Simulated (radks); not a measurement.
The numbers below are computed, except where a source is named.
S III, configuration [Ne] 3s2 3p1 3d1 (not the ground configuration). Code: a radial shooting solver on a logarithmic mesh with Libxc functionals. Model: scalar-relativistic Kohn-Sham, PBE, spin-polarised, spherical densities, finite nucleus; open shells are filled with parallel spins first; Fermi nuclear charge, rms radius 3.2611 fm.

Normalised radial functions P(r) = r R(r), r in bohr:

| r | 2s down | 3s up | 3d up |
|---|---|---|---|
| 0.008505 | 0.2588 | 0.0878 | 0.0000 |
| 0.009666 | 0.2882 | 0.0978 | 0.0000 |
| 0.01099 | 0.3202 | 0.1086 | 0.0000 |
| 0.01239 | 0.3523 | 0.1195 | 0.0000 |
| 0.01408 | 0.3889 | 0.1319 | 0.0000 |
| 0.01587 | 0.4250 | 0.1441 | 0.0000 |
| 0.01804 | 0.4650 | 0.1576 | 0.0001 |
| 0.0205 | 0.5061 | 0.1715 | 0.0001 |
| 0.02312 | 0.5448 | 0.1846 | 0.0001 |
| 0.02628 | 0.5852 | 0.1981 | 0.0002 |
| 0.02986 | 0.6231 | 0.2108 | 0.0002 |
| 0.03367 | 0.6549 | 0.2214 | 0.0003 |
| 0.03827 | 0.6826 | 0.2305 | 0.0005 |
| 0.04349 | 0.7013 | 0.2364 | 0.0007 |
| 0.04904 | 0.7079 | 0.2382 | 0.0010 |
| 0.05574 | 0.7000 | 0.2348 | 0.0014 |
| 0.06335 | 0.6732 | 0.2247 | 0.0020 |
| 0.07142 | 0.6275 | 0.2081 | 0.0027 |
| 0.08118 | 0.5535 | 0.1816 | 0.0038 |
| 0.09226 | 0.4507 | 0.1449 | 0.0053 |
| 0.104 | 0.3264 | 0.1009 | 0.0072 |
| 0.1182 | 0.1638 | 0.0436 | 0.0099 |
| 0.1344 | -0.0279 | -0.0235 | 0.0136 |
| 0.1515 | -0.2302 | -0.0936 | 0.0181 |
| 0.1722 | -0.4631 | -0.1730 | 0.0245 |
| 0.1942 | -0.6882 | -0.2480 | 0.0321 |
| 0.2207 | -0.9231 | -0.3228 | 0.0426 |
| 0.2508 | -1.1375 | -0.3854 | 0.0559 |
| 0.2828 | -1.3055 | -0.4261 | 0.0714 |
| 0.3214 | -1.4351 | -0.4430 | 0.0918 |
| 0.3653 | -1.5021 | -0.4257 | 0.1167 |
| 0.4118 | -1.5020 | -0.3742 | 0.1445 |
| 0.4681 | -1.4350 | -0.2799 | 0.1793 |
| 0.532 | -1.3065 | -0.1471 | 0.2198 |
| 0.5998 | -1.1427 | 0.0065 | 0.2627 |
| 0.6817 | -0.9402 | 0.1911 | 0.3135 |
| 0.7748 | -0.7299 | 0.3826 | 0.3688 |
| 0.8736 | -0.5437 | 0.5531 | 0.4234 |
| 0.9929 | -0.3714 | 0.7094 | 0.4834 |
| 1.128 | -0.2353 | 0.8243 | 0.5425 |
| 1.272 | -0.1422 | 0.8823 | 0.5927 |
| 1.446 | -0.0758 | 0.8845 | 0.6352 |
| 1.644 | -0.0364 | 0.8268 | 0.6606 |
| 1.853 | -0.0164 | 0.7281 | 0.6649 |
| 2.106 | -0.0062 | 0.5924 | 0.6460 |
| 2.375 | -0.0022 | 0.4553 | 0.6061 |
| 2.699 | -0.0006 | 0.3177 | 0.5430 |
| 3.068 | -0.0001 | 0.2030 | 0.4643 |
| 3.459 | 0.0000 | 0.1223 | 0.3828 |
| 3.931 | 0.0000 | 0.0643 | 0.2949 |
| 4.468 | 0.0000 | 0.0301 | 0.2128 |
| 5.037 | 0.0000 | 0.0131 | 0.1462 |
| 5.725 | 0.0000 | 0.0047 | 0.0898 |
| 6.507 | 0.0000 | 0.0014 | 0.0497 |
| 7.337 | 0.0000 | 0.0004 | 0.0257 |
| 8.338 | 0.0000 | 0.0001 | 0.0112 |

2s down: eigenvalue -240.12 eV, 1 radial node at r = 0.132 bohr, <r> = 0.478 bohr, 90 % of the charge inside 0.748 bohr. 3s up: eigenvalue -41.902 eV, 2 radial nodes at r = 0.129, 0.597 bohr, <r> = 1.56 bohr, 90 % of the charge inside 2.32 bohr. 3d up: eigenvalue -14.961 eV, 0 radial nodes, <r> = 2.26 bohr, 90 % of the charge inside 3.62 bohr.
